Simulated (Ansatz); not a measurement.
`F[SiH]([SiH3])P` + CH₄ → `C[SiH](F)P` + SiH₄  (formal exchange of groups at the Si–Si bond)

Isolated molecules relaxed with PBE0-D4/def2-TZVP in Ansatz; ΔE leaves out vibrations. CCSD(T)/CBS adds triple-zeta CCSD(T) − MP2 to the extrapolated MP2 energy (def2 sets, frozen cores). This one scheme is used for every species. DFT in def2-TZVPP. HSE06 is defined as in plane-wave codes. One conformer a species, not always the lowest.

`F[SiH]([SiH3])P`:

Cartesian coordinates in Å:
```
F 2.358 0.041 0.119
Si 0.879 0.352 -0.434
Si -0.496 -1.492 0.001
P 0.165 2.260 0.524
H 0.993 0.622 -1.894
H -1.844 -1.198 -0.557
H 0.024 -2.741 -0.616
H -0.616 -1.683 1.471
H -0.437 1.614 1.637
H -1.027 2.225 -0.251
```

CH₄:

Z-matrix (Å, degrees):
```
C
H 1 1.090
H 1 1.090 2 109.5
H 1 1.090 2 109.5 3 -120.0
H 1 1.090 2 109.5 3 120.0
```

`C[SiH](F)P`:

```xyz
10

C    -0.760   -0.431    1.021
Si    0.802   -0.239    0.038
F     1.914    0.413    0.996
P     0.643    1.073   -1.783
H    -1.537   -0.898    0.411
H    -0.587   -1.062    1.897
H    -1.130    0.539    1.361
H     1.319   -1.560   -0.408
H    -0.352    0.224   -2.342
H    -0.314    1.942   -1.191
```

SiH₄:

Cartesian coordinates in Å:
```
Si 0.000 0.000 0.000
H -1.089 0.043 1.007
H 0.341 -1.414 -0.300
H 1.197 0.695 0.536
H -0.449 0.675 -1.244
```

```csv
level,ΔE (kJ/mol)
HSE06-D4,3.7
PBE,6.9
revPBE,8.0
r2SCAN0,-4.0
HF/def2-SVP,-15.5
MP2/def2-SVP,-12.5
CCSD/def2-TZVPP,-9.3
MP2/CBS(def2),-10.5
```

Problem. What does CCSD(T)/CBS give? (An estimate is asked.)

Solution. Ansatz gave: -5.8 kJ/mol. The listed levels differ from it by 9.5, 12.7, 13.8, 1.8, -9.7, -6.7, -3.5, -4.7 kJ/mol.

Largest T1 diagnostic among the species: 0.014.

Leaving LDA and LC-ωPBE aside and taking each functional with its dispersion term where it has one, the values, not all of them listed here, spread over 19.4 kJ/mol, from ωB97M-V to PBE-D4. LDA lies −4.8 kJ/mol from PBE without D4. From PBE to PBE0 (25 % exact exchange), in def2-TZVPP and without D4, ΔE moves by −4.8 kJ/mol.
